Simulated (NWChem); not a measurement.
All runs are NWChem calculations. System: HB, charge 0, spin multiplicity 1, at a geometry optimised with PBE0/def2-SVP. The structure started from a generated list of species. Level: CIS/def2-SVPD.

Job file:

```
start mol
memory heap 200 mb stack 900 mb global 1100 mb
geometry units angstroms nocenter noautoz
  B      0.000000     0.000000     0.208709
  H      0.000000     0.000000    -1.043544
  symmetry group C2v
end
basis spherical
  * library def2-svpd
end
dft
  xc hfexch
  semidirect memsize 60000000 filesize 0
  iterations 100
end
tddft
  cis
  nroots 8
  notriplet
  thresh 1e-4
end
task tddft energy
```

Output (cleaned and shortened):

```
             Northwest Computational Chemistry Package (NWChem) 7.3.0
             --------------------------------------------------------

                                NWChem Input Module
                                -------------------

 Scaling coordinates for geometry "geometry" by  1.889725989
 (inverse scale =  0.529177249)

 Turning off AUTOSYM since
 SYMMETRY directive was detected!

                             Geometry "geometry" -> ""
                             -------------------------

 Output coordinates in angstroms (scale by  1.889725989 to convert to a.u.)

  No.       Tag          Charge          X              Y              Z
 ---- ---------------- ---------- -------------- -------------- --------------
    1 B                    5.0000     0.00000000     0.00000000     0.20870900
    2 H                    1.0000     0.00000000     0.00000000    -1.04354400

 Effective nuclear repulsion energy (a.u.)       2.1129007038

            Nuclear Dipole moment (a.u.)
            ----------------------------
        X                 Y               Z
 ---------------- ---------------- ----------------
     0.0000000000     0.0000000000     0.0000018897

      Symmetry information
      --------------------

 Group name             C2v
 Group number             16
 Group order               4
 No. of unique centers     2

      Symmetry unique atoms

     1    2


 Summary of "ao basis" -> "" (spherical)
 ------------------------------------------------------------------------------
       Tag                 Description            Shells   Functions and Types
 ---------------- ------------------------------  ------  ---------------------
 *                         def2-svpd                  on all atoms

  xc_inp: hfexch multiplicative factor not found.

                                 NWChem DFT Module
                                 -----------------

 Summary of "ao basis" -> "ao basis" (spherical)
 ------------------------------------------------------------------------------
       Tag                 Description            Shells   Functions and Types
 ---------------- ------------------------------  ------  ---------------------
 B                         def2-svpd                 8       20   4s2p2d
 H                         def2-svpd                 4        8   2s2p

 Summary of "ao basis" -> "ao basis" (spherical)
 ------------------------------------------------------------------------------
       Tag                 Description            Shells   Functions and Types
 ---------------- ------------------------------  ------  ---------------------
 B                         def2-svpd                 8       20   4s2p2d
 H                         def2-svpd                 4        8   2s2p

      Symmetry analysis of basis
      --------------------------

        a1         14
        a2          2
        b1          6
        b2          6

            General Information
            -------------------
          SCF calculation type: DFT
          Wavefunction type:  closed shell.
          No. of atoms     :     2
          No. of electrons :     6
           Alpha electrons :     3
            Beta electrons :     3
          Charge           :     0
          Spin multiplicity:     1
          Use of symmetry is: off; symmetry adaption is: on
          Maximum number of iterations: 100
          AO basis - number of functions:    28
                     number of shells:    12
          Convergence on energy requested:  1.00D-06
[...]
         |d_h->e| =   0.5446 Angstrom
            d_exc =   3.2316 Angstrom
            d_CD1 =   2.2091 Angstrom
            d_CD2 =  -1.5652 Angstrom
            d_CD3 =   3.7762 Angstrom
     Pearson C.C. =   0.0188

     Occ.    3  a1  ---  Virt.    6  a1       0.97825
     Occ.    3  a1  ---  Virt.    7  a1      -0.14146
     Occ.    3  a1  ---  Virt.   12  a1      -0.06950
     Occ.    3  a1  ---  Virt.   13  a1      -0.05681
     Occ.    3  a1  ---  Virt.   18  a1      -0.08872
     Occ.    3  a1  ---  Virt.   19  a1       0.05445
  ----------------------------------------------------------------------------
  Root   4 singlet a1             0.354194395 a.u.                9.6381 eV
  ----------------------------------------------------------------------------
     Transition Moments    X -0.00000   Y -0.00000   Z  1.38633
     Transition Moments   XX -1.44381  XY -0.00000  XZ -0.00000
     Transition Moments   YY -1.44381  YZ -0.00000  ZZ  1.11275
     Dipole Oscillator Strength                    0.4538220981
     Electric Quadrupole                           0.0000005155
     Magnetic Dipole                               0.0000000000
     Total Oscillator Strength                     0.4538226136

          sigma_e =   2.6006 Angstrom
          sigma_h =   1.2597 Angstrom
         |d_h->e| =   0.3804 Angstrom
            d_exc =   2.8849 Angstrom
            d_CD1 =   1.7213 Angstrom
            d_CD2 =  -1.5497 Angstrom
            d_CD3 =   3.2653 Angstrom
     Pearson C.C. =   0.0263

     Occ.    2  a1  ---  Virt.   12  a1       0.05567
     Occ.    3  a1  ---  Virt.    6  a1      -0.12439
     Occ.    3  a1  ---  Virt.    7  a1      -0.93633
     Occ.    3  a1  ---  Virt.   12  a1       0.30906
     Occ.    3  a1  ---  Virt.   13  a1      -0.07097
  ----------------------------------------------------------------------------
  Root   5 singlet a1             0.365618438 a.u.                9.9490 eV
  ----------------------------------------------------------------------------
     Transition Moments    X  0.00000   Y -0.00000   Z  0.00000
     Transition Moments   XX  1.94317  XY -0.05113  XZ -0.00000
     Transition Moments   YY -1.94317  YZ -0.00000  ZZ  0.00000
     Dipole Oscillator Strength                    0.0000000000
     Electric Quadrupole                           0.0000009834
     Magnetic Dipole                               0.0000000000
     Total Oscillator Strength                     0.0000009834

          sigma_e =   2.5471 Angstrom
          sigma_h =   1.2624 Angstrom
         |d_h->e| =   0.3137 Angstrom
            d_exc =   2.8601 Angstrom
            d_CD1 =   1.5984 Angstrom
            d_CD2 =  -1.5911 Angstrom
            d_CD3 =   3.1737 Angstrom
     Pearson C.C. =   0.0000

     Occ.    3  a1  ---  Virt.   10  a1      -0.99920
  ----------------------------------------------------------------------------
  Root   6 singlet a2             0.365618438 a.u.                9.9490 eV
  ----------------------------------------------------------------------------
     Transition Moments    X  0.00000   Y  0.00000   Z  0.00000
     Transition Moments   XX -0.05113  XY -1.94317  XZ  0.00000
     Transition Moments   YY  0.05113  YZ  0.00000  ZZ  0.00000
     Dipole Oscillator Strength                    0.0000000000
     Electric Quadrupole                           0.0000009834
     Magnetic Dipole                               0.0000000000
     Total Oscillator Strength                     0.0000009834

          sigma_e =   2.5471 Angstrom
          sigma_h =   1.2624 Angstrom
         |d_h->e| =   0.3137 Angstrom
            d_exc =   2.8601 Angstrom
            d_CD1 =   1.5984 Angstrom
            d_CD2 =  -1.5911 Angstrom
            d_CD3 =   3.1737 Angstrom
     Pearson C.C. =   0.0000

     Occ.    3  a1  ---  Virt.   11  a2       0.99920
  ----------------------------------------------------------------------------
  Root   7 singlet b1             0.368491468 a.u.               10.0272 eV
  ----------------------------------------------------------------------------
     Transition Moments    X  0.74443   Y  0.00000   Z -0.00000
     Transition Moments   XX  0.00000  XY  0.00000  XZ  1.87633
     Transition Moments   YY  0.00000  YZ  0.00000  ZZ  0.00000
     Dipole Oscillator Strength                    0.1361409932
     Electric Quadrupole                           0.0000009381
     Magnetic Dipole                               0.0000000004
     Total Oscillator Strength                     0.1361419316

          sigma_e =   2.5255 Angstrom
          sigma_h =   1.2681 Angstrom
         |d_h->e| =   0.0635 Angstrom
            d_exc =   2.8441 Angstrom
            d_CD1 =   1.3209 Angstrom
            d_CD2 =  -1.8333 Angstrom
            d_CD3 =   2.9075 Angstrom
     Pearson C.C. =  -0.0154

     Occ.    2  a1  ---  Virt.    5  b1       0.20849
     Occ.    2  a1  ---  Virt.   16  b1      -0.05443
     Occ.    3  a1  ---  Virt.    8  b1       0.97404
  ----------------------------------------------------------------------------
  Root   8 singlet b2             0.368491468 a.u.               10.0272 eV
  ----------------------------------------------------------------------------
     Transition Moments    X -0.00000   Y  0.74443   Z  0.00000
     Transition Moments   XX  0.00000  XY  0.00000  XZ -0.00000
     Transition Moments   YY  0.00000  YZ  1.87633  ZZ -0.00000
     Dipole Oscillator Strength                    0.1361409932
     Electric Quadrupole                           0.0000009381
     Magnetic Dipole                               0.0000000004
     Total Oscillator Strength                     0.1361419316

          sigma_e =   2.5255 Angstrom
          sigma_h =   1.2681 Angstrom
         |d_h->e| =   0.0635 Angstrom
            d_exc =   2.8441 Angstrom
            d_CD1 =   1.3209 Angstrom
            d_CD2 =  -1.8333 Angstrom
            d_CD3 =   2.9075 Angstrom
     Pearson C.C. =  -0.0154

     Occ.    2  a1  ---  Virt.    4  b2       0.20849
     Occ.    2  a1  ---  Virt.   17  b2      -0.05443
     Occ.    3  a1  ---  Virt.    9  b2      -0.97404

              Target root =      1
          Target symmetry = none
      Ground state energy =    -25.099299557220
        Excitation energy =      0.103593746402
     Excited state energy =    -24.995705810818

  stored tddft:energy   -24.995705810817689

 Task  times  cpu:        0.6s     wall:        0.6s

 Total times  cpu:        0.6s     wall:        0.6s
```
